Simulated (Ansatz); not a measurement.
`NC1(O)N[SiH2]1` and `OC1(F)N[SiH2]1` differ in one atom or group.

Ansatz, PBE0-D4/def2-TZVP geometries, multiplicity 1. Each molecule was computed in one conformer, which needn't be the lowest.

| property | `NC1(O)N[SiH2]1` |
| --- | --- |
| HOMO energy (PBE0/def2-TZVPP) / eV | -6.60 |
| size of the dipole moment (ωB97M-V/def2-TZVPP) / D | 0.72 |
| HOMO–LUMO gap (ωB97M-V/def2-TZVPP) / eV | 10.18 |
| zero-point energy (PBE0-D4/def2-TZVP) / kJ/mol | 211.3 |
| size of the dipole moment (PBE/def2-TZVPP) / D | 0.54 |
| HOMO–LUMO gap (PBE/def2-TZVPP) / eV | 4.22 |

(1) What does the change do to each property? (Best estimate.)

Answers

(1) Computed: 
| property | `OC1(F)N[SiH2]1` | shift |
| --- | --- | --- |
| HOMO energy (PBE0/def2-TZVPP) / eV | -7.32 | -0.72 |
| size of the dipole moment (ωB97M-V/def2-TZVPP) / D | 1.95 | 1.23 |
| HOMO–LUMO gap (ωB97M-V/def2-TZVPP) / eV | 10.66 | 0.48 |
| zero-point energy (PBE0-D4/def2-TZVP) / kJ/mol | 144.9 | -66.4 |
| size of the dipole moment (PBE/def2-TZVPP) / D | 1.82 | 1.28 |
| HOMO–LUMO gap (PBE/def2-TZVPP) / eV | 4.57 | 0.35 |

With PBE0 the HOMO falls by 0.72 eV and the LUMO falls by 0.29 eV, so the gap widens by about 0.43 eV. PBE moves the HOMO by -0.65 eV and ωB97M-V by -0.75 eV. The zero-point energy changes by -66.4 kJ/mol with -6 modes. Dipoles are sizes alone; their direction can turn.
